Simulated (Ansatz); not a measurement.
System: C4H9F, net charge 0, singlet state. SMILES: C(F)CCC
Coordinates optimised at B3LYP-D3(BJ)/def2-TZVP (Ansatz, a quantum-chemistry and plane-wave program):
```xyz
14

C      2.3825    -0.0633     0.1131
C      0.9360    -0.5022    -0.0928
C     -0.0194     0.6772    -0.2610
C     -1.4626     0.2688    -0.4475
F     -1.9331    -0.3902     0.6964
H      2.7424     0.5242    -0.7353
H      2.4809     0.5554     1.0083
H      3.0459    -0.9220     0.2286
H      0.6081    -1.1071     0.7555
H      0.8683    -1.1463    -0.9758
H      0.0489     1.3417     0.6059
H      0.2721     1.2722    -1.1342
H     -2.1090     1.1347    -0.6063
H     -1.5790    -0.4245    -1.2850
```
Charge 0, spin multiplicity 1.

Property: atomisation energy (electronic, to ground-state atoms); the coupled-cluster value holds the core correlation from cc-pwCVTZ, in kcal/mol. Cores are frozen in the correlated levels unless marked. Open shells are spin-unrestricted. Spin-orbit coupling is left out. Non-relativistic. Basis-set limits of correlation are two-point, X^-3; Hartree-Fock from the larger set.

Level to compare with: CCSD(T)/CBS(cc-pVTZ,cc-pVQZ) plus the core term (Ansatz), 1312.5 kcal/mol. It is a level with limits of its own, and the differences hold the functionals' basis error too.

**Question.** Rank these functionals by how close they come to CCSD(T)/CBS(cc-pVTZ,cc-pVQZ), closest first: revPBE/def2-TZVPD (Ansatz); r2SCAN0/def2-TZVPD (Ansatz); PBE/def2-TZVPD (Ansatz).

**Answer.** PBE/def2-TZVPD (GGA, 1327.0 kcal/mol, difference 14.5), r2SCAN0/def2-TZVPD (hybrid meta-GGA, 1295.1 kcal/mol, difference -17.4), revPBE/def2-TZVPD (GGA, 1284.6 kcal/mol, difference -27.9)
